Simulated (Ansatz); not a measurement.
Consider the formal hydrolysis of a B–B bond: `OBB(F)[SiH3]` + H₂O → `OB(F)[SiH3]` + `BO`.

Computed with Ansatz on PBE0-D4/def2-TZVP structures; ΔE is electronic, products minus reactants. CBS: MP2 limit from def2 TZ/QZ plus the TZ coupled-cluster correction, frozen cores. This one scheme is used for every species. DFT in def2-TZVPP. B3LYP here is the variant with VWN-RPA as its local correlation; programs differ in this. Each species was taken in one conformer, which may not be the lowest.

| level | ΔE (kJ/mol) | difference from CCSD(T)/CBS |
| --- | --- | --- |
| B3LYP-D4 | -186.0 | -3.9 |
| B2PLYP | -191.3 | -9.2 |
| PBE | -178.1 | 4.0 |
| r2SCAN | -190.0 | -7.9 |
| PBE0 | -181.7 | 0.4 |
| B3LYP | -188.8 | -6.7 |
| HF/def2-TZVPP | -198.7 | -16.6 |
| MP2/def2-TZVPP | -192.8 | -10.7 |
| SCS-MP2/def2-TZVPP | -192.3 | -10.2 |
| CCSD/def2-TZVPP | -186.9 | -4.8 |
| CCSD(T)/def2-TZVPP | -186.7 | -4.6 |
| HF/def2-QZVPP | -198.7 | -16.6 |
| MP2/def2-QZVPP | -190.2 | -8.1 |
| SCS-MP2/def2-QZVPP | -189.8 | -7.7 |
| HF/CBS(def2) | -198.7 | -16.6 |
| MP2/CBS(def2) | -188.2 | -6.1 |
| CCSD(T)/CBS | -182.1 | 0 |

Largest T1 diagnostic among the species: 0.015.

From PBE to PBE0 (25 % exact exchange), in def2-TZVPP and without D4, ΔE moves by −3.5 kJ/mol. In def2-TZVPP, CCSD(T) changes the Hartree–Fock value by +12.0 kJ/mol (the triples alone add +0.3 kJ/mol) and MP2 by +5.9 kJ/mol.
